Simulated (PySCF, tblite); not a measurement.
C3H9ClF2Si3.
SMILES with atom numbers: `[F:1][C:2]([F:3])([CH2:4][Cl:5])[Si@@H:6]1[CH2:7][SiH2:8][SiH2:9]1` (hydrogens: H10, H11 on C4; H12 on Si6; H13, H14 on C7; H15, H16 on Si8; H17, H18 on Si9)

Cartesian coordinates in Å at the GFN2-xTB level; atoms count from 1:
```
atom  x, y, z in Å
F1     1.090    1.342    0.806
C2     1.475    0.453   -0.172
F3     1.726    1.253   -1.261
C4     2.787   -0.193    0.230
Cl5    2.468   -1.631    1.210
Si6    0.003   -0.781   -0.508
C7    -1.339    0.322   -1.342
Si8   -2.492    0.769    0.147
Si9   -1.323   -0.832    1.422
H10    3.408    0.486    0.817
H11    3.317   -0.508   -0.668
H12    0.633   -1.752   -1.417
H13   -0.936    1.193   -1.855
H14   -1.883   -0.239   -2.101
H15   -2.367    2.182    0.514
H16   -3.906    0.556   -0.188
H17   -1.977   -2.128    1.654
H18   -0.694   -0.485    2.700
```

Level of theory: PBE0/pcSseg-1 in PySCF (dipole) on a GFN2-xTB geometry, gas phase.

Take the most abundant isotopes and a rigid rotor. The values belong to one conformer with, in the numbering `[F:1][C:2]([F:3])([CH2:4][Cl:5])[Si@@H:6]1[CH2:7][SiH2:8][SiH2:9]1`, F1–C2–C4–Cl5 88°, F1–C2–Si6–C7 69°, C2–Si6–C7–Si8 -97°, Si6–C7–Si8–Si9 -10°, C7–Si8–Si9–Si6 8°, C2–Si6–Si9–Si8 96°.

**Question.** Give the principal moments of inertia and the rotational constants in MHz.

**Answer.** Ia = 394.06, Ib = 815.51, Ic = 1001.94 u·Å²; 505379 MHz·u·Å²/I gives A = 1282, B = 619.7, C = 504.4 MHz.

**Question.** Classify the top.

**Answer.** An asymmetric top. Ray's parameter κ = (2B − A − C)/(A − C) = -0.704; −1 is the prolate and +1 the oblate limit.

**Question.** Is it planar, by Δ = Ic − Ia − Ib?

**Answer.** Not planar: Δ = Ic − Ia − Ib = -207.63 u·Å². For a rigid frame Δ = −2 Σ m c², so Σ m c² = 103.81 u·Å² lies off the ab plane: 16.38 from hydrogen and 87.43 from heavier atoms. The atom farthest from that plane is 2.29 Å away.

**Question.** Where do the levels up to J = 4 lie, in MHz?

**Answer.** Above 0(0,0):
J = 1: 1(0,1) 1124, 1(1,1) 1787, 1(1,0) 1902
J = 2: 2(0,2) 3359, 2(1,2) 3920, 2(1,1) 4266, 2(2,1) 6254, 2(2,0) 6268
J = 3: 3(0,3) 6677, 3(1,3) 7111, 3(1,2) 7802, 3(2,2) 9626, 3(2,1) 9694, 3(3,1) 13237, 3(3,0) 13238
J = 4: 4(0,4) 11046, 4(1,4) 11352, 4(1,3) 12498, 4(2,3) 14112, 4(2,2) 14307, 4(3,2) 17758, 4(3,1) 17765, 4(4,1) 22779, 4(4,0) 22779

**Question.** Predict some low-J microwave lines.

**Answer.** The dipole components are |μa| = 0.33 D, |μb| = 0.11 D, |μc| = 0.99 D. Intensities carry the squares of the components, which stand as 0.11 : 0.01 : 1.00 (a : b : c). Some lines, for components of 0.1 D or more:

```json
{"type": "a", "branch": "Q", "J(Ka,Kc)": "2(1,1) ← 2(1,2)", "MHz": "346", "lower level (cm⁻¹)": "0.131"}
{"type": "c", "branch": "Q", "J(Ka,Kc)": "2(1,2) ← 2(0,2)", "MHz": "561", "lower level (cm⁻¹)": "0.112"}
{"type": "c", "branch": "Q", "J(Ka,Kc)": "1(1,1) ← 1(0,1)", "MHz": "663", "lower level (cm⁻¹)": "0.037"}
{"type": "b", "branch": "Q", "J(Ka,Kc)": "1(1,0) ← 1(0,1)", "MHz": "778", "lower level (cm⁻¹)": "0.037"}
{"type": "b", "branch": "Q", "J(Ka,Kc)": "2(1,1) ← 2(0,2)", "MHz": "907", "lower level (cm⁻¹)": "0.112"}
{"type": "a", "branch": "R", "J(Ka,Kc)": "1(0,1) ← 0(0,0)", "MHz": "1124", "lower level (cm⁻¹)": "0.000"}
{"type": "b", "branch": "R", "J(Ka,Kc)": "2(0,2) ← 1(1,1)", "MHz": "1572", "lower level (cm⁻¹)": "0.060"}
{"type": "b", "branch": "R", "J(Ka,Kc)": "1(1,1) ← 0(0,0)", "MHz": "1787", "lower level (cm⁻¹)": "0.000"}
{"type": "c", "branch": "R", "J(Ka,Kc)": "1(1,0) ← 0(0,0)", "MHz": "1902", "lower level (cm⁻¹)": "0.000"}
{"type": "c", "branch": "Q", "J(Ka,Kc)": "2(2,1) ← 2(1,1)", "MHz": "1988", "lower level (cm⁻¹)": "0.142"}
{"type": "a", "branch": "R", "J(Ka,Kc)": "2(1,2) ← 1(1,1)", "MHz": "2133", "lower level (cm⁻¹)": "0.060"}
{"type": "a", "branch": "R", "J(Ka,Kc)": "2(0,2) ← 1(0,1)", "MHz": "2234", "lower level (cm⁻¹)": "0.037"}
{"type": "b", "branch": "Q", "J(Ka,Kc)": "2(2,1) ← 2(1,2)", "MHz": "2334", "lower level (cm⁻¹)": "0.131"}
{"type": "a", "branch": "R", "J(Ka,Kc)": "2(1,1) ← 1(1,0)", "MHz": "2364", "lower level (cm⁻¹)": "0.063"}
{"type": "b", "branch": "R", "J(Ka,Kc)": "2(1,2) ← 1(0,1)", "MHz": "2796", "lower level (cm⁻¹)": "0.037"}
{"type": "b", "branch": "R", "J(Ka,Kc)": "2(2,1) ← 1(1,0)", "MHz": "4352", "lower level (cm⁻¹)": "0.063"}
{"type": "c", "branch": "R", "J(Ka,Kc)": "2(2,0) ← 1(1,0)", "MHz": "4366", "lower level (cm⁻¹)": "0.063"}
{"type": "b", "branch": "R", "J(Ka,Kc)": "2(2,0) ← 1(1,1)", "MHz": "4481", "lower level (cm⁻¹)": "0.060"}
```

**Question.** Estimate the classical rotational partition function at 10 K, 298.15 K and 500 K.

**Answer.** Point group C1, symmetry number σ = 1; q = (√π/σ)·√((kT/h)³/(ABC)), k/h = 20836.6 MHz/K: 8420 at 10 K, 1370000 at 298.15 K, 2980000 at 500 K.

Its GFN2-xTB frequencies are all real (lowest 38 cm⁻¹). Zero-point vibration and centrifugal distortion are left out. Quadrupole hyperfine structure (35Cl) is left out.

Hardware: one thread, Arm Neoverse N1 (aarch64) (shared host). Cost: 82 s of wall time, 0.95 GiB resident at most. This is the PBE0/pcSseg-1 job that gave the dipole, with the shieldings it also computed.
